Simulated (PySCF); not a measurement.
Species: C₆H₉BrO.
Geometry (PBE0-D3(BJ)/def2-SVP, Å), atoms numbered from 1 in this order:
```
atom  x, y, z in Å
O1     2.282    1.251    1.906
C2     1.863    0.668    0.704
C3     0.742    1.525    0.072
C4    -0.366    0.473    0.071
Br5   -2.063    1.041   -0.636
C6    -0.251   -0.158    1.467
C7     1.089   -0.652    0.878
C8     0.352   -0.772   -0.474
H9     2.944    0.677    2.305
H10    2.714    0.533    0.008
H11    0.974    1.885   -0.940
H12    0.509    2.385    0.714
H13   -0.215    0.517    2.334
H14   -0.974   -0.970    1.620
H15    1.634   -1.502    1.313
H16   -0.304   -1.651   -0.524
H17    0.928   -0.662   -1.407
```

Method used: PySCF 2.14.0, PBE0-D3(BJ)/def2-SVP geometry optimisation, gas phase.

Masses are those of the commonest isotopes; rigid-rotor values at the optimised geometry. The values belong to one conformer with, in the numbering `[OH:1][C@@H:2]1[CH2:3][C@:4]2([Br:5])[CH2:6][C@H:7]1[CH2:8]2`, H–O1–C2–C3 177°.

(1) What are A, B and C (MHz)?

(2) Classify the top.

(3) What does the inertial defect say?

(4) Where do the levels up to J = 3 lie, in MHz?

(5) Which lines would a microwave search look for?

Results:

(1) Ia = 141.36, Ib = 631.62, Ic = 674.33 u·Å²; 505379 MHz·u·Å²/I gives A = 3575, B = 800.1, C = 749.4 MHz.

(2) A near-prolate asymmetric top: κ = (2 × 800.1 − 3575 − 749.4)/(3575 − 749.4) = -0.96.

(3) Not planar: Δ = Ic − Ia − Ib = -98.65 u·Å². For a rigid frame Δ = −2 Σ m c², so Σ m c² = 49.33 u·Å² lies off the ab plane: 15.51 from hydrogen and 33.82 from heavier atoms. The atom farthest from that plane is 1.90 Å away.

(4) Above 0(0,0):
J = 1: 1(0,1) 1550, 1(1,1) 4324, 1(1,0) 4375
J = 2: 2(0,2) 4648, 2(1,2) 7373, 2(1,1) 7525, 2(2,1) 15850, 2(2,0) 15850
J = 3: 3(0,3) 9294, 3(1,3) 11945, 3(1,2) 12249, 3(2,2) 20498, 3(2,1) 20502, 3(3,1) 34500, 3(3,0) 34500
The levels of one J sum to (2J + 1)J(J + 1)(A + B + C)/3.

(5) The dipole components are |μa| = 2.64 D, |μb| = 1.66 D, |μc| = 0.52 D. The squared components, which scale the intensities, stand as 1.00 : 0.40 : 0.04 (a : b : c). Some lines, for components of 0.1 D or more:

```tsv
type	branch	J(Ka,Kc)	MHz	lower level (cm⁻¹)
a	Q	3(1,2) ← 3(1,3)	304	0.398
b	R	2(0,2) ← 1(1,1)	324	0.144
c	Q	2(1,2) ← 2(0,2)	2725	0.155
c	Q	1(1,1) ← 1(0,1)	2775	0.052
b	Q	1(1,0) ← 1(0,1)	2826	0.052
b	Q	2(1,1) ← 2(0,2)	2877	0.155
a	R	2(0,2) ← 1(0,1)	3098	0.052
a	R	3(1,3) ← 2(1,2)	4572	0.246
a	R	3(0,3) ← 2(0,2)	4646	0.155
a	R	3(2,1) ← 2(2,0)	4651	0.529
a	R	3(1,2) ← 2(1,1)	4724	0.251
c	R	2(1,1) ← 1(0,1)	5975	0.052
b	R	3(1,3) ← 2(0,2)	7297	0.155
c	R	3(1,2) ← 2(0,2)	7601	0.155
c	Q	3(2,2) ← 3(1,2)	8249	0.409
c	Q	2(2,1) ← 2(1,1)	8325	0.251
b	Q	3(2,2) ← 3(1,3)	8553	0.398
b	R	2(2,1) ← 1(1,0)	11475	0.146
c	R	2(2,0) ← 1(1,0)	11475	0.146
c	R	2(2,1) ← 1(1,1)	11525	0.144
b	R	3(2,2) ← 2(1,1)	12973	0.251
c	R	3(2,2) ← 2(1,2)	13125	0.246
b	R	3(2,1) ← 2(1,2)	13129	0.246
c	Q	3(3,1) ← 3(2,1)	13998	0.684
b	R	3(3,1) ← 2(2,0)	18650	0.529
c	R	3(3,0) ← 2(2,0)	18650	0.529
b	R	3(3,0) ← 2(2,1)	18650	0.529
```

No PBE0-D3(BJ)/def2-SVP frequencies stand behind this structure, so it isn't proved a minimum. Constants of a rigid frame at the computed geometry: no zero-point averaging, no centrifugal distortion. Quadrupole hyperfine structure (79Br) is left out.
